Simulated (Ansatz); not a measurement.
C$_{2}$H$_{8}$OSi$_{2}$ (`O[Si]1([SiH3])CC1`) at its PBE0-D4/def2-TZVP geometry, where that method's forces vanish. Charge 0, multiplicity 1.

```xyz
13

O    -1.4538    0.1785   -1.5915
Si   -0.3417    0.0327   -0.3838
Si    0.9852   -1.8330   -0.7339
C     0.3179    1.5074    0.5004
C    -0.6862    0.6394    1.3206
H    -2.0639    0.9169   -1.5542
H     1.9560   -1.8970    0.3918
H     1.7340   -1.7336   -2.0144
H     0.1757   -3.0799   -0.7473
H    -0.0392    2.4972    0.2275
H     1.3419    1.5324    0.8601
H    -1.6408    1.1130    1.5358
H    -0.2850    0.1261    2.1890
```

Task: What forces (eV/Å) does r2SCAN-D4/def2-TZVPP give on these atoms in Ansatz 0.2.0? (An estimate is asked.)

Result: The calculation gave: 
```
O1  -0.035 -0.012 -0.055
Si2  0.047 -0.074 -0.022
Si3 -0.005  0.008  0.002
C4   0.121  0.123 -0.044
C5  -0.098 -0.064  0.134
H6  -0.024  0.024 -0.004
H7  -0.015 -0.002 -0.022
H8  -0.006 -0.016  0.019
H9   0.023  0.009 -0.005
H10  0.004 -0.011  0.003
H11 -0.016  0.006  0.003
H12  0.010 -0.006 -0.003
H13 -0.005  0.015 -0.006
```
